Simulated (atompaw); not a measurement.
**How hard is this neodymium PAW (atompaw) potential?**

neodymium (Nd), PAW, made with atompaw 4.2.0.5 (PBE, scalar-relativistic). Core [Kr] 4d10 4f3, reference 5s2 5p6 5d1 6s1.5 6p0 (charge +0.5). Waves: 5s (bound): rc 1.85 bohr; 6s (bound): rc 2.05 bohr; 5p (bound): rc 2.10 bohr; 6p (bound, empty): rc 2.75 bohr; 5d (bound): rc 2.95 bohr; 5d channel at 1.3 Ry: rc 2.95 bohr. Local part: bessel scheme, radius 2.40 bohr. Core correction: smooth core density matched at 1.50 bohr. Augmentation charge: gaussian compensation charge, radius 2.80 bohr; PAW radius 2.95 bohr; waves and projectors: modrrkj vanderbiltortho.

The pseudo-atom Hamiltonian at the reference potential is diagonalised in spherical Bessel functions j_l(qr) that vanish at 20 bohr, with q² up to the cutoff. All-electron valence levels (Ry): 5s -3.4245, 6s -0.4588, 5p -2.0259, 6p -0.2477, 5d -0.4141.

Q: How do the lowest levels (Ry) of each channel move with the cutoff, and are there ghosts?

A:

```csv
cutoff (Ry),s #1,s #2,s #3,p #1,p #2,d #1,f #1,Σ f·Δε (mRy)
8,-3.4217,-0.4571,-0.0950,-1.9499,-0.2447,-0.4121,0.0111,466.3
10,-3.4237,-0.4586,-0.0954,-2.0071,-0.2472,-0.4137,0.0111,115.3
12,-3.4237,-0.4587,-0.0955,-2.0226,-0.2476,-0.4137,0.0111,22.0
15,-3.4240,-0.4587,-0.0955,-2.0253,-0.2477,-0.4139,0.0111,4.6
21,-3.4245,-0.4588,-0.0955,-2.0256,-0.2477,-0.4141,0.0111,2.1
25,-3.4245,-0.4588,-0.0955,-2.0258,-0.2477,-0.4141,0.0111,0.6
30,-3.4245,-0.4588,-0.0955,-2.0259,-0.2477,-0.4141,0.0111,0.3
35,-3.4245,-0.4588,-0.0955,-2.0259,-0.2477,-0.4141,0.0111,0.2
400,-3.4245,-0.4588,-0.0955,-2.0259,-0.2477,-0.4141,0.0111,0.0
```

Result: no extra level below or beside the all-electron valence levels (s, p, d, f tested); 10 mRy is reached at 15 Ry and 1 mRy at 25 Ry.
